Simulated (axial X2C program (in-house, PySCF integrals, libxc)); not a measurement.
# Rb₂: from the spin-free to the two-component result

Calculated with an in-house all-electron X2C program for linear molecules (integrals from PySCF). Spin-free means the one-electron spin-free X2C Hamiltonian; two-component (2c) means X2C with spin–orbit coupling and atomic mean-field two-electron Coulomb and Gaunt terms, so the difference of the two also holds small scalar two-electron terms. Basis: Rb dyall-v2z [10s11p6d] (cores contracted in-house); Gaussian nuclei, density fitting, unrestricted open shells. Masses: Rb 84.912 u.

Spin-free state: M_S = 0, Λ = 0 (closed shell); fragments Rb + Rb.

```
  level  Re (Å)  ωe (cm⁻¹)  De (eV)
   PBE0   4.281       56.5    0.453
     HF   4.520       52.6   -0.154
    MP2   4.148       60.7    0.237
    M06   4.085       64.1    0.610
r2SCAN0   4.325       56.5    0.345
```

Correlated methods: 18 electrons correlated (number of frozen shells: Rb 3 s, 2 p, 1 d), 170 virtual spin orbitals or spinors in MP2.

Two-component determinant lowest at the distance of the search:

Ω = 0 (closed shell); fragments Rb + Rb.

```json
{"level": "PBE0", "Re (Å)": "4.280", "ωe (cm⁻¹)": "56.5", "De (eV)": "0.454"}
{"level": "HF", "Re (Å)": "4.519", "ωe (cm⁻¹)": "52.6", "De (eV)": "-0.155"}
{"level": "MP2", "Re (Å)": "4.147", "ωe (cm⁻¹)": "60.7", "De (eV)": "0.237"}
{"level": "M06", "Re (Å)": "4.088", "ωe (cm⁻¹)": "63.7", "De (eV)": "0.609"}
{"level": "r2SCAN0", "Re (Å)": "4.325", "ωe (cm⁻¹)": "56.5", "De (eV)": "0.345"}
```

Question: From the two tables, how do the constants change at the MP2 level (2c against spin-free)?

Answer: At the MP2 level Re is unchanged within 0.001 Å and ωe is unchanged to within 0.2 cm⁻¹; De changes by 0.000 eV.

The state is a single determinant with fixed occupations, the lowest that a limited PBE0 search found. Closed shells are restricted here (equal orbitals for both partners); the stretched side of such a curve lies too high. De is counted from the lowest determinant-based energies of the atoms at the same level, without counterpoise correction. Some points did not converge and are left out.
